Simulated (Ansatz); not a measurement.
Reactions of CH$_{5}$F$_{2}$NSi, SMILES `FCN[SiH2]F`.

Gas-phase electronic energies from Ansatz, PBE0-D4/def2-TZVP geometries. CBS: MP2 limit from def2 TZ/QZ plus the TZ coupled-cluster correction, frozen cores. This one scheme is used for every species. Functionals use def2-TZVPP. Each species was taken in one conformer, which may not be the lowest.

```json
{"reaction": "`FCN[SiH2]F` + CH₃OH → `CO[SiH2]F` + `NCF`", "CCSD/CBS(def2) (kJ/mol)": "-51", "ωB97M-V (kJ/mol)": "-51", "ωB97X-V (kJ/mol)": "-51", "MP2/CBS(def2) (kJ/mol)": "-51", "CCSD(T)/CBS(def2) (kJ/mol)": "-50"}
{"reaction": "`FCN[SiH2]F` + `[SiH3]S` → `F[SiH2]S[SiH3]` + `NCF`", "CCSD/CBS(def2) (kJ/mol)": "-6", "ωB97M-V (kJ/mol)": "-7", "ωB97X-V (kJ/mol)": "-7", "MP2/CBS(def2) (kJ/mol)": "-11", "CCSD(T)/CBS(def2) (kJ/mol)": "-8"}
{"reaction": "`FCN[SiH2]F` + H₂O → `OCN[SiH2]F` + H–F", "CCSD/CBS(def2) (kJ/mol)": "5", "ωB97M-V (kJ/mol)": "9", "ωB97X-V (kJ/mol)": "9", "MP2/CBS(def2) (kJ/mol)": "1", "CCSD(T)/CBS(def2) (kJ/mol)": "4"}
{"reaction": "`FCN[SiH2]F` + HCl → `FCN[SiH2]Cl` + H–F", "CCSD/CBS(def2) (kJ/mol)": "46", "ωB97M-V (kJ/mol)": "47", "ωB97X-V (kJ/mol)": "47", "MP2/CBS(def2) (kJ/mol)": "39", "CCSD(T)/CBS(def2) (kJ/mol)": "44"}
{"reaction": "`FCN[SiH2]F` + `[SiH3]P` → `F[SiH2]P[SiH3]` + `NCF`", "CCSD/CBS(def2) (kJ/mol)": "40", "ωB97M-V (kJ/mol)": "40", "ωB97X-V (kJ/mol)": "38", "MP2/CBS(def2) (kJ/mol)": "37", "CCSD(T)/CBS(def2) (kJ/mol)": "37"}
{"reaction": "`FCN[SiH2]F` → `[CH]F` + `N[SiH2]F`", "CCSD/CBS(def2) (kJ/mol)": "358", "ωB97M-V (kJ/mol)": "361", "ωB97X-V (kJ/mol)": "370", "MP2/CBS(def2) (kJ/mol)": "387", "CCSD(T)/CBS(def2) (kJ/mol)": "360"}
{"reaction": "`FCN[SiH2]F` + `O[SiH](O)O` → `O[SiH](O)O[SiH2]F` + `NCF`", "CCSD/CBS(def2) (kJ/mol)": "-67", "ωB97M-V (kJ/mol)": "-63", "ωB97X-V (kJ/mol)": "-64", "MP2/CBS(def2) (kJ/mol)": "-64", "CCSD(T)/CBS(def2) (kJ/mol)": "-65"}
{"reaction": "`FCN[SiH2]F` + SiH₄ → `FCN[SiH2][SiH3]` + H–F", "CCSD/CBS(def2) (kJ/mol)": "159", "ωB97M-V (kJ/mol)": "162", "ωB97X-V (kJ/mol)": "157", "MP2/CBS(def2) (kJ/mol)": "159", "CCSD(T)/CBS(def2) (kJ/mol)": "154"}
{"reaction": "`FCN[SiH2]F` + `OB(O)[SiH3]` → `OB([SiH3])OCF` + `N[SiH2]F`", "CCSD/CBS(def2) (kJ/mol)": "9", "ωB97M-V (kJ/mol)": "8", "ωB97X-V (kJ/mol)": "7", "MP2/CBS(def2) (kJ/mol)": "12", "CCSD(T)/CBS(def2) (kJ/mol)": "9"}
{"reaction": "`FCN[SiH2]F` + H₂ → `FCN[SiH3]` + H–F", "CCSD/CBS(def2) (kJ/mol)": "131", "ωB97M-V (kJ/mol)": "135", "ωB97X-V (kJ/mol)": "133", "MP2/CBS(def2) (kJ/mol)": "137", "CCSD(T)/CBS(def2) (kJ/mol)": "132"}
```

Largest T1 diagnostic: 0.018, for `[CH]F`.
